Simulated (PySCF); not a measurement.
TaOCl3, SMILES [Ta]([Cl])(=[O])([Cl])[Cl], multiplicity 1. Atoms are numbered in the order given.

```xyz
5

Ta     0.0000     0.0000    -0.1598
O      0.0000     0.0000    -1.8728
Cl     1.9068     1.1009     0.5226
Cl     0.0000    -2.2018     0.5226
Cl    -1.9068     1.1009     0.5226
```

The structure is a stationary point at B3LYP-D3(BJ)/def2-SVP. The spin state was assumed, not searched. The isomer is the one that the SMILES or the coordinates give; other isomers of the formula were not compared. The def2 effective core potentials stand for the cores of Ta; spin–orbit coupling is left out.

Level of theory: TDA-M06-2X/def2-SVPD (PySCF 2.14.0).

Vertical excitations; the highest root listed may be one member of a degenerate set.  State labels are in the subgroup Cs.

| state | symmetry | energy (eV) | λ (nm) | f | main pairs |
|---|---|---|---|---|---|
| S1 | A" | 5.48 | 226 | 0.000 | HOMO→LUMO+1 48 %, HOMO−1→LUMO 47 % |
| S2 | A' | 5.62 | 221 | 0.002 | HOMO−1→LUMO+1, HOMO→LUMO, HOMO−3→LUMO+1 (degenerate set) |
| S3 | A" | 5.62 | 221 | 0.003 | HOMO−1→LUMO, HOMO→LUMO+1, HOMO−3→LUMO (degenerate set) |
| S4 | A' | 5.85 | 212 | 0.003 | HOMO→LUMO 47 %, HOMO−1→LUMO+1 47 % |
| S5 | A' | 6.04 | 205 | 0.002 | HOMO−3→LUMO+1, HOMO−2→LUMO (degenerate set) |
| S6 | A" | 6.04 | 205 | 0.002 | HOMO−3→LUMO, HOMO−2→LUMO+1 (degenerate set) |
| S7 | A' | 6.19 | 200 | 0.049 | HOMO−2→LUMO, HOMO−3→LUMO+1 (degenerate set) |
| S8 | A" | 6.19 | 200 | 0.049 | HOMO−2→LUMO+1, HOMO−3→LUMO (degenerate set) |
| S9 | A" | 6.40 | 194 | 0.000 | HOMO−5→LUMO+1 29 %, HOMO−4→LUMO 29 %, HOMO→LUMO+3 7 %, HOMO−1→LUMO+2 7 % |
| S10 | A' | 6.49 | 191 | 0.002 | HOMO−5→LUMO 46 %, HOMO−4→LUMO+1 46 % |
| T1 | A" | 5.39 | 230 | 0 | HOMO→LUMO+1 50 %, HOMO−1→LUMO 47 % |
| T2 | A' | 5.42 | 229 | 0 | HOMO−1→LUMO+1, HOMO→LUMO, HOMO−2→LUMO, HOMO−3→LUMO+1 (degenerate set) |
| T3 | A" | 5.42 | 229 | 0 | HOMO−1→LUMO, HOMO→LUMO+1, HOMO−2→LUMO+1, HOMO−3→LUMO (degenerate set) |
| T4 | A' | 5.44 | 228 | 0 | HOMO→LUMO 28 %, HOMO−1→LUMO+1 27 %, HOMO→LUMO+2 8 %, HOMO−1→LUMO+3 8 % |
Triplets are in the Tamm–Dancoff approximation.
